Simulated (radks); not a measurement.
The numbers below are computed, except where a source is named.
All-electron atom: Ni IV in [Ar] 3d7. Code: a radial shooting solver on a logarithmic mesh with Libxc functionals. Model: scalar-relativistic Kohn-Sham, LDA (Slater exchange, Perdew-Wang correlation), spin-polarised, spherical densities, point nucleus; open shells are filled with parallel spins first.

Normalised radial functions P(r) = r R(r), r in bohr:

```
   r/bohr * 3p down, o 3d up (the largest magnitude, 1.18, reaches the edge; | marks zero, & curves that meet)
 0.001787                             &
 0.002562                             &
 0.003672                             &
 0.005263                             &
 0.007543                             &
  0.01081                             o*
   0.0155                             o*
  0.02221                             o *
  0.03184                             o   *
  0.04563                             o     *
  0.06541                             |o        *
    0.093                             | o          *
   0.1333                             |   o          *
   0.1911                             |       o  *
   0.2739                             *             o
   0.3925             *               |                   o
   0.5626  *                          |                       o
   0.8064   *                         |                     o
    1.156              *              |                o
    1.657                       *     |         o
    2.375                            *|   o
    3.404                             *o
```

3p down: eigenvalue -108.62 eV, 1 radial node at r = 0.271 bohr, <r> = 0.773 bohr, 90 % of the charge inside 1.19 bohr. 3d up: eigenvalue -48.769 eV, 0 radial nodes, <r> = 0.887 bohr, 90 % of the charge inside 1.50 bohr.
